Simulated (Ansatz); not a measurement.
Ta₃Se₁₂⁺. The state is a triplet with charge 1. Geometry PBE-D4/def2-SVP, that of the neutral doublet; atoms count from 1.

```xyz
15

Ta   -0.014   -1.474    1.386
Ta    1.882   -0.431   -1.294
Ta   -1.368    1.326   -0.547
Se   -1.493   -3.055    0.248
Se    0.061   -2.032    3.640
Se   -0.783   -1.246   -1.396
Se   -2.063    0.253    1.975
Se    2.220   -2.205    0.500
Se    1.347    1.179    1.435
Se    0.243    1.175   -2.510
Se   -0.135    3.003    0.890
Se    3.349   -1.021   -2.969
Se    3.159    1.387   -0.132
Se   -2.797    2.955   -1.452
Se   -3.609    0.186    0.226
```

In the def2 sets Ta takes a core potential; there is no spin–orbit coupling. Single mean-field runs in def2-SVP are fitted with def2-universal-jkfit.

(1) Estimate the Mulliken populations from the PBE0/def2-SVP orbitals of Ansatz.

(2) Where does the spin sit?

(3) And the Mayer bond orders between bonded heavy atoms (over 0.3)?

## Answers

(1) 
```
atom  charge (e)  spin (α − β)  d electrons
 Ta1        0.48         -0.23         3.70
 Ta2        0.54         -0.13         3.62
 Ta3        0.46         -0.19         3.72
 Se4       -0.01          0.37            –
 Se5       -0.04          0.11            –
 Se6       -0.07          0.02            –
 Se7       -0.06          0.18            –
 Se8       -0.17          0.54            –
 Se9        0.08          0.04            –
Se10       -0.26          0.00            –
Se11       -0.04          0.09            –
Se12        0.00          0.07            –
Se13        0.01          0.21            –
Se14        0.02          0.47            –
Se15        0.06          0.47            –
```
Mulliken values and Mayer orders depend strongly on the basis.

(2) Summed by element: Ta -0.54, Se 2.54, of 2 unpaired in all. Largest on single atoms: Se8 0.54, Se14 0.47, Se15 0.47.

(3) Ta1–Se4 1.30 (2.45 Å); Ta1–Se5 2.17 (2.32 Å); Ta1–Se6 0.37 (2.90 Å); Ta1–Se7 0.55 (2.74 Å); Ta1–Se8 0.96 (2.51 Å); Ta1–Se9 0.30 (2.98 Å); Ta2–Se6 0.45 (2.79 Å); Ta2–Se8 0.85 (2.55 Å); Ta2–Se10 0.85 (2.60 Å); Ta2–Se12 2.26 (2.30 Å); Ta2–Se13 1.03 (2.51 Å); Ta3–Se6 0.49 (2.77 Å); Ta3–Se7 0.60 (2.83 Å); Ta3–Se10 0.91 (2.54 Å); Ta3–Se11 0.95 (2.53 Å); Ta3–Se14 1.94 (2.35 Å); Ta3–Se15 0.78 (2.63 Å); Se4–Se6 0.69 (2.54 Å); Se7–Se15 1.10 (2.34 Å); Se9–Se11 0.93 (2.41 Å); Se9–Se13 0.95 (2.40 Å).
